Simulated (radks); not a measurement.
Values are calculated unless marked as measured or tabulated.
Numerical settings for the ytterbium ion Yb11+, [Kr] 4d10 4f11 5s2. Code: a radial shooting solver on a logarithmic mesh with Libxc functionals. Model: scalar-relativistic Kohn-Sham, PBE, spin-polarised, spherical densities, finite nucleus; open shells are filled with parallel spins first (spin-orbit coupling, left out, can overturn this in heavy ions); Fermi nuclear charge, rms radius 5.3108 fm. The defaults (mesh step 0.008 in ln r, mesh end at 40 bohr or more with all orbitals vanishing there, Anderson mixing 0.5 over 9 steps, residual threshold near 1e-9 with the energy settled to 1e-9 hartree or 1e-11 of itself, here a cap of 75 iterations) give E = -14020.7156 hartree and 4f at -200.92 eV in 16 iterations. Run on one thread of a shared host, so times are rough (Arm Neoverse N1): 0.32 s of CPU time, 0.32 s wall, 16 iterations on 2189 mesh points. Changes against that run (0 stands for a change within the tolerance of the run):

setting	iterations	converged	E (mhartree)	e(4f) (meV)	CPU (s)
mesh step in ln r 0.005	15	yes	0	0	0.48
mesh step in ln r 0.003	17	yes	0	0	0.85
mesh step in ln r 0.03	15	yes	+0.000992	0	0.1
mesh end (bohr) 20	16	yes	0	0	0.31
mesh end (bohr) 5	16	yes	0	0	0.3
residual threshold 0.001	11	yes	0	-0.616	0.25
residual threshold 1e-13	75	no	0	0	0.74
mixing 2.5	22	yes	0	0	0.4
linear mixing, mixing 1	75	no	+4.71e+04	-2.53e+05	2
linear mixing, mixing 0.8	75	no	0	0	1.2
mixing history 2	20	yes	0	0	0.36
iteration cap 8	8	no	+0.00513	+4.28	0.18

No run marked as converged misses the energy by more than 1 mhartree. A mesh that ends early acts as a hard wall.
